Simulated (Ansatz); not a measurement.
Reaction (ligand exchange at the Si–C bond): `[SiH3]C1C=N1` + `[OH][In]([Cl])[O][SiH3]` → `[SiH3][O][In]([Cl])[O][SiH3]` + `C1=NC1`

Computed with Ansatz on PBE0-D4/def2-TZVP structures; ΔE is electronic, products minus reactants. CBS: MP2 limit from def2 TZ/QZ plus the TZ coupled-cluster correction, frozen cores. DFT in def2-TZVPP. Elements past krypton have def2 core potentials. For In outer-core shells are correlated without core-valence functions, which leaves a few kJ/mol of doubt a bond. Each species was taken in one conformer, which may not be the lowest.

`[SiH3]C1C=N1`:

Z-matrix (Å, degrees):
```
Si
C 1 1.869
H 1 1.489 2 109.8
H 1 1.486 2 108.9 3 119.8
H 1 1.487 2 110.8 3 -119.6
C 2 1.453 1 123.5 3 -104.8
N 2 1.561 1 118.4 3 -161.7
H 2 1.091 1 117.3 3 56.3
H 6 1.083 2 150.3 1 80.3
```

`[OH][In]([Cl])[O][SiH3]`:

Z-matrix (Å, degrees):
```
Si
O 1 1.632
H 1 1.487 2 110.4
H 1 1.487 2 110.5 3 120.9
H 1 1.497 2 110.7 3 -119.6
In 2 1.968 1 133.7 3 120.0
Cl 6 2.285 2 118.3 1 -180.0
O 6 1.964 2 118.9 1 -0.1
H 8 0.962 6 111.2 2 0.0
```

`[SiH3][O][In]([Cl])[O][SiH3]`:

Cartesian coordinates in Å:
```
Si 2.301 0.310 -1.580
O 0.974 0.176 -0.630
In -0.514 -1.080 -0.453
Cl -0.703 -2.934 -1.786
O -1.841 -0.684 0.919
Si -2.040 0.508 2.026
H 1.920 0.533 -3.003
H 3.100 1.468 -1.104
H 3.137 -0.921 -1.514
H -2.171 1.836 1.366
H -0.885 0.567 2.965
H -3.278 0.221 2.794
```

`C1=NC1`:

```xyz
6

C    -0.743    0.326    0.140
N     0.093    0.511    1.045
C     0.525   -0.278   -0.189
H    -1.775    0.563   -0.082
H     0.683   -1.343   -0.050
H     1.217    0.221   -0.863
```

CCSD(T)/CBS gives -26.3 kcal/mol.

Task: Another level gave -25.2 kcal/mol. Which?
A. BHLYP-D4/def2-TZVPP
B. CAM-B3LYP-D4/def2-TZVPP
C. PBE0/def2-TZVPP
D. r2SCAN-D4/def2-TZVPP

Result: D. r2SCAN-D4 -25.2, PBE0 -24.2, CAM-B3LYP-D4 -27.5, BHLYP-D4 -29.5 kcal/mol.

Largest T1 diagnostic among the species: 0.015.

From BLYP to BHLYP (50 % exact exchange), in def2-TZVPP and without D4, ΔE moves by −4.7 kcal/mol. In def2-TZVPP, CCSD(T) changes the Hartree–Fock value by +6.3 kcal/mol (the triples alone add +1.1 kcal/mol) and MP2 by +6.2 kcal/mol. At CCSD(T), def2-SVP lies −0.8 kcal/mol from the extrapolated value and def2-TZVPP −0.4 kcal/mol.
